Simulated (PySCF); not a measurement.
One of the candidates below gave these computed data.

All candidates are C4H9ClOSi.

| technique | computed result |
| --- | --- |
| Dipole | 2.25 D [wB97X-D/def2-SVPD] |
| NMR, other nuclei | isotropic shieldings of nuclei other than C and H, by class: 272 (1 O), 391 (1 Si), 865 (1 Cl) ppm [GIAO PBE0/pcSseg-1] |
| Rotational structure | rotational constants A, B, C: 3.021, 1.302, 0.968 GHz [GFN2-xTB] |
| 13C NMR | chemical shifts (computed TMS as zero) by class: 78.6 (1 C), 71.3 (1 C), 41.3 (1 C), 14.1 (1 C) ppm [GIAO PBE0/pcSseg-1] |
| 1H NMR | chemical shifts (computed TMS as zero) by class: 4.55 (1 H), 4.48 (1 H), 4.36 (1 H), 4.08 (1 H), 3.40 (1 H), 3.29 (1 H), 3.27 (1 H), 1.18 (1 H), 0.59 (1 H) ppm [GIAO PBE0/pcSseg-1] |
| Polarisability | 88.5 au [wB97X-D/def2-SVPD] |
| UV, strongest line | among the 8 lowest singlet transitions: S6 at 8.00 eV (155 nm, f = 0.033) [TDDFT wB97X-D/def2-SVPD] |
| UV, first state | lowest singlet excitation: 6.80 eV (182 nm, f = 0.009) [TDDFT wB97X-D/def2-SVPD] |

Electronic properties: PySCF, gas phase, density fitting. Levels stand in brackets. One conformer (not necessarily the lowest) at the GFN2-xTB geometry, without solvent, vibrations or thermal averaging. Each NMR value is the plain mean over a class of atoms that symmetry, rotation or inversion makes alike.

**Question.** Which candidate is it?
A. `C[C@@H]1CO[Si@H](Cl)C1`
B. `Cl[C@H]1COCC[SiH2]1`
C. `C=C(C)O[SiH2]CCl`
D. `CO[C@@H]1C[C@@H]1[SiH2]Cl`
E. `CO[Si@@H](Cl)C1CC1`

**Answer.** B. It is `Cl[C@H]1COCC[SiH2]1`. Numbering: `[Cl:1][C@H:2]1[CH2:3][O:4][CH2:5][CH2:6][SiH2:7]1`. Its formula, C4H9ClOSi, gives 1 degree of unsaturation: 1 ring and 0 π bonds in the structure found. 4 carbons fall into 4 classes; from least to most shielded: ring sp3 carbon bound to oxygen [C3] (78.6 ppm), ring sp3 carbon bound to oxygen [C5] (71.3 ppm), sp3 C–Cl carbon [C2] (41.3 ppm), ring sp3 carbon bound to silicon [C6] (14.1 ppm). Hydrogen classes from least to most shielded: 1 H on an sp3 carbon bound to oxygen, C3 (4.55 ppm), 1 H on an sp3 carbon bound to oxygen, C5 (4.48 ppm), 1 H on an SiH2 silicon, Si7 (4.36 ppm), 1 H on an SiH2 silicon, Si7 (4.08 ppm), 1 H on an sp3 carbon bound to oxygen, C5 (3.40 ppm), 1 H on an sp3 carbon bound to oxygen, C3 (3.29 ppm), 1 H on an sp3 C–Cl carbon, C2 (3.27 ppm), 1 H on an sp3 carbon bound to silicon, C6 (1.18 ppm), 1 H on an sp3 carbon bound to silicon, C6 (0.59 ppm). The other shieldings belong to: 272 ppm, cyclic ether oxygen [O4]; 391 ppm, SiH2 silicon [Si7]; 865 ppm, alkyl chlorine [Cl1]. The optimised geometry has point group C1 and is an asymmetric top.

The others, at the same levels:
- `C=C(C)O[SiH2]CCl` fails: its computed 13C shifts are 165.0 (1 C), 92.3 (1 C), 28.5 (1 C), 24.9 (1 C) ppm, 1H shifts are 4.82 (2 H), 4.36 (1 H), 4.06 (1 H), 3.16 (2 H), 1.88 (3 H) ppm and lowest singlet excitation is 6.58 eV (188 nm, f = 0.016) (against 6.80 eV).
- `CO[Si@@H](Cl)C1CC1` fails: its computed 13C shifts are 52.6 (1 C), 4.9 (1 C), 3.2 (1 C), 2.0 (1 C) ppm, 1H shifts are 5.02 (1 H), 3.90 (3 H), 0.67 (1 H), 0.67 (1 H), 0.30 (1 H), 0.28 (1 H), 0.08 (1 H) ppm and lowest singlet excitation is 7.69 eV (161 nm, f = 0.018) (against 6.80 eV).
- `CO[C@@H]1C[C@@H]1[SiH2]Cl` fails: its computed 13C shifts are 59.9 (1 C), 59.8 (1 C), 12.6 (1 C), 8.7 (1 C) ppm, 1H shifts are 5.23 (1 H), 4.72 (1 H), 3.40 (3 H), 3.36 (1 H), 0.65 (1 H), 0.60 (1 H), 0.22 (1 H) ppm and lowest singlet excitation is 7.42 eV (167 nm, f = 0.012) (against 6.80 eV).
- `C[C@@H]1CO[Si@H](Cl)C1` fails: its computed 13C shifts are 76.5 (1 C), 35.7 (1 C), 24.9 (1 C), 24.3 (1 C) ppm, 1H shifts are 5.42 (1 H), 4.05 (1 H), 3.96 (1 H), 2.13 (1 H), 1.18 (3 H), 1.15 (1 H), 0.68 (1 H) ppm and smallest rotational constant is 1.187 GHz (against 0.968 GHz).

Each candidate is one conformer, not necessarily the lowest. Dipoles, sizes and rotational constants follow the conformer. The torsions of the flexible species, by atom-mapped SMILES:
- `[CH2:1]=[C:2]([CH3:3])[O:4][SiH2:5][CH2:6][Cl:7]`: C1–C2–O4–Si5 1°, C2–O4–Si5–C6 -179°, O4–Si5–C6–Cl7 -178°
- `[CH3:1][O:2][Si@@H:3]([Cl:4])[CH:5]1[CH2:6][CH2:7]1`: C1–O2–Si3–Cl4 51°, O2–Si3–C5–C6 -159°
- `[CH3:1][O:2][C@@H:3]1[CH2:4][C@@H:5]1[SiH2:6][Cl:7]`: C1–O2–C3–C4 -79°, C4–C5–Si6–Cl7 118°

The conformers of `Cl[C@H]1COCC[SiH2]1` and `C[C@@H]1CO[Si@H](Cl)C1` aren't listed.
